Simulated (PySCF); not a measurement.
# Working out the ionisation energy of N²⁺

N²⁺ [He] 2s2 2p1 (2P) → N³⁺ [He] 2s2 (1S). All numbers are calculated (PySCF 2.14, the non-relativistic Hamiltonian (point nucleus), in dyall-av2z (11s7p2d, 42 functions)). Frozen: 1s2; the 8 highest virtual orbitals dropped. Energies in hartree (1 hartree = 27.21139 eV):

```csv
part,N²⁺ (lower),N³⁺ (upper)
UHF,-52.818171,-51.080846
CCSD correlation,-0.080275,-0.087219
(T),-0.000745,0.000000
```

What does Hartree-Fock give?

(-51.080846) − (-52.818171) = 1.737325 hartree = 47.275 eV.

What do CCSD and CCSD(T) give?

The CCSD correlation energies differ by -0.006944 hartree = -0.189 eV and the triples by 0.000745 hartree = 0.020 eV, so CCSD gives 47.086 eV and CCSD(T) 47.106 eV.

A first-order spin-orbit estimate adds 0.014 eV to CCSD(T) (valence), giving 47.120 eV against 47.445 eV (semi-empirical (NIST evaluation); NIST Atomic Spectra Database, ionization energies).

A double-zeta basis recovers only part of the correlation energy.

The coupled-cluster amplitudes are large, so a single reference is strained.

What remains against the reference includes basis incompleteness, the frozen core and higher excitations.
